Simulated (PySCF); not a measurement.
HfCl₃, SMILES [Cl][Hf]([Cl])[Cl] (connectivity only; charge and spin as stated), neutral, multiplicity 2.

The structure is a stationary point at PBE-D3(BJ)/def2-SVP. The spin state was assumed, not searched. The isomer is the one that the SMILES or the coordinates give; other isomers of the formula were not compared. The def2 effective core potentials stand for the cores of Hf; spin–orbit coupling is left out.

Calculation: PBE-D3(BJ)/def2-SVP run with PySCF.

Frequencies are harmonic and unscaled.

Modes within 1.5 cm⁻¹ of each other (mostly degenerate sets) share a row, with their intensities summed.

```json
[
 {"mode": "1", "ν (cm⁻¹)": "60", "IR (km/mol)": "3.2", "moving atoms (share of kinetic energy)": "Cl 63 %, Hf 37 %"},
 {"mode": "2–3", "ν (cm⁻¹)": "85", "IR (km/mol)": "1.9", "moving atoms (share of kinetic energy)": "Cl 87 %, Hf 13 %"},
 {"mode": "4", "ν (cm⁻¹)": "360", "IR (km/mol)": "0.0", "moving atoms (share of kinetic energy)": "Cl 100 %"},
 {"mode": "5–6", "ν (cm⁻¹)": "385", "IR (km/mol)": "135.1", "moving atoms (share of kinetic energy)": "Cl 75 %, Hf 25 %"}
]
```
